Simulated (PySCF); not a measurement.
SMILES c1ccccc1[SiH2]B, GFN2-xTB optimised geometry.

```
17

B     -1.65    -2.50     1.93
Si    -1.46    -2.03     0.04
C     -0.49    -0.40     0.00
C     -1.14     0.83     0.01
C     -0.43     2.02     0.01
C      0.95     2.00     0.01
C      1.62     0.79     0.00
C      0.90    -0.40     0.00
H     -2.57    -2.14     2.56
H     -0.83    -3.10     2.50
H     -0.70    -2.96    -0.81
H     -2.70    -1.77    -0.72
H     -2.22     0.86     0.01
H     -0.96     2.96     0.02
H      1.51     2.93     0.01
H      2.70     0.77    -0.01
H      1.43    -1.34    -0.01
```

Density from B3LYP/def2-SVP (PySCF 2.14.0) at that geometry.

Minimum of the electron density along straight lines between bonded atoms, close to the bond critical point (lines longer than 1.1 times the sum of covalent radii, or with two minima, are not listed):

```tsv
bond	length / Å	ρ at the minimum / e bohr⁻³	∇²ρ there / e bohr⁻⁵	position (fraction from the first atom)
B1–Si2	1.954	0.115	0.14	0.62
Si2–C3	1.903	0.108	0.31	0.38
C3–C4	1.390	0.310	-0.78	0.50
C4–C5	1.383	0.315	-0.82	0.50
C5–C6	1.385	0.315	-0.82	0.50
C6–C7	1.385	0.315	-0.82	0.50
C3–C8	1.390	0.310	-0.78	0.50
C7–C8	1.383	0.315	-0.82	0.50
B1–H9	1.170	0.181	-0.14	0.43
B1–H10	1.171	0.181	-0.14	0.43
Si2–H11	1.476	0.114	0.32	0.49
Si2–H12	1.476	0.114	0.32	0.49
C4–H13	1.081	0.284	-1.08	0.63
C5–H14	1.081	0.284	-1.08	0.63
C6–H15	1.081	0.284	-1.08	0.63
C7–H16	1.081	0.283	-1.08	0.63
C8–H17	1.081	0.284	-1.08	0.63
```
